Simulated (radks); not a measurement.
Results of a calculation; reference values are marked as such.
The rhodium ion Rh3+, configuration [Ar] 3d10 4s1.5 4p6 4d6 5d0.5 (fractional occupations, a model configuration).

Level of theory: Dirac Kohn-Sham, PW91, spin-unpolarised, spherical densities, finite nucleus; open shells fill j = l - 1/2 first; Fermi nuclear charge, rms radius 4.4945 fm (a radial shooting solver on a logarithmic mesh with Libxc functionals).

Energy parts (eV):
part                       energy
total                 -130113.930
kinetic                135645.730
electron-nucleus      -313237.214
Hartree                 51236.654
exchange-correlation    -3759.100

Orbitals (lengths in bohr, moments of r in powers of bohr; r(90%) holds 90 % of the orbital's charge):
1s1/2: occ. 2; eigenvalue (eV) -23072.44; r(90%) 0.0585; <r> 0.03263; <r^2> 0.001438; <1/r> 47.05; small-component weight 2.71e-02
2s1/2: occ. 2; eigenvalue (eV) -3381.502; r(90%) 0.219; <r> 0.1416; <r^2> 0.02368; <1/r> 10.79; small-component weight 5.62e-03
2p1/2: occ. 2; eigenvalue (eV) -3134.473; r(90%) 0.197; <r> 0.1203; <r^2> 0.01777; <1/r> 10.77; small-component weight 5.64e-03
2p3/2: occ. 4; eigenvalue (eV) -2989.781; r(90%) 0.204; <r> 0.1252; <r^2> 0.01911; <1/r> 10.18; small-component weight 5.43e-03
3s1/2: occ. 2; eigenvalue (eV) -639.7373; r(90%) 0.576; <r> 0.3904; <r^2> 0.1745; <1/r> 3.744; small-component weight 1.55e-03
3p1/2: occ. 2; eigenvalue (eV) -543.0154; r(90%) 0.578; <r> 0.3829; <r^2> 0.1706; <1/r> 3.648; small-component weight 1.50e-03
3p3/2: occ. 4; eigenvalue (eV) -518.1071; r(90%) 0.593; <r> 0.3937; <r^2> 0.1801; <1/r> 3.504; small-component weight 1.44e-03
3d3/2: occ. 4; eigenvalue (eV) -346.7588; r(90%) 0.585; <r> 0.3681; <r^2> 0.1620; <1/r> 3.332; small-component weight 1.33e-03
3d5/2: occ. 6; eigenvalue (eV) -341.8445; r(90%) 0.590; <r> 0.3716; <r^2> 0.1649; <1/r> 3.295; small-component weight 1.31e-03
4s1/2: occ. 1.5; eigenvalue (eV) -123.7504; r(90%) 1.40; <r> 0.9676; <r^2> 1.059; <1/r> 1.426; small-component weight 3.88e-04
4p1/2: occ. 2; eigenvalue (eV) -93.8864; r(90%) 1.52; <r> 1.037; <r^2> 1.226; <1/r> 1.313; small-component weight 3.39e-04
4p3/2: occ. 4; eigenvalue (eV) -89.7840; r(90%) 1.57; <r> 1.064; <r^2> 1.292; <1/r> 1.270; small-component weight 3.24e-04
4d3/2: occ. 4; eigenvalue (eV) -44.1094; r(90%) 2.04; <r> 1.324; <r^2> 2.059; <1/r> 0.9988; small-component weight 2.13e-04
4d5/2: occ. 2; eigenvalue (eV) -43.5873; r(90%) 2.06; <r> 1.336; <r^2> 2.095; <1/r> 0.9889; small-component weight 2.09e-04
4f5/2: occ. 0; eigenvalue (eV) -11.4032; r(90%) 5.98; <r> 3.849; <r^2> 17.33; <1/r> 0.3198; small-component weight 2.38e-05
4f7/2: occ. 0; eigenvalue (eV) -11.4004; r(90%) 5.98; <r> 3.851; <r^2> 17.35; <1/r> 0.3195; small-component weight 2.37e-05
5s1/2: occ. 0; eigenvalue (eV) -31.9023; r(90%) 3.45; <r> 2.402; <r^2> 6.464; <1/r> 0.5435; small-component weight 7.89e-05
5p1/2: occ. 0; eigenvalue (eV) -24.9070; r(90%) 3.97; <r> 2.754; <r^2> 8.516; <1/r> 0.4705; small-component weight 6.15e-05
5p3/2: occ. 0; eigenvalue (eV) -24.3265; r(90%) 4.06; <r> 2.815; <r^2> 8.895; <1/r> 0.4590; small-component weight 5.93e-05
5d3/2: occ. 0.5; eigenvalue (eV) -15.1024; r(90%) 5.61; <r> 3.874; <r^2> 16.89; <1/r> 0.3347; small-component weight 3.59e-05
5d5/2: occ. 0; eigenvalue (eV) -15.0346; r(90%) 5.63; <r> 3.894; <r^2> 17.05; <1/r> 0.3331; small-component weight 3.57e-05

The highest occupied level is 5d3/2 at -15.102 eV. The configuration is held as typed, so some empty levels lie below it. The electron density at the nucleus is 1.209e+05 e/bohr^3. The density falls to 0.001 e/bohr^3 at r = 3.81 bohr.

Run on one thread of a shared host, so times are rough (Arm Neoverse N1): 0.2 s of CPU time, 0.2 s wall, 15 iterations on 2259 mesh points.
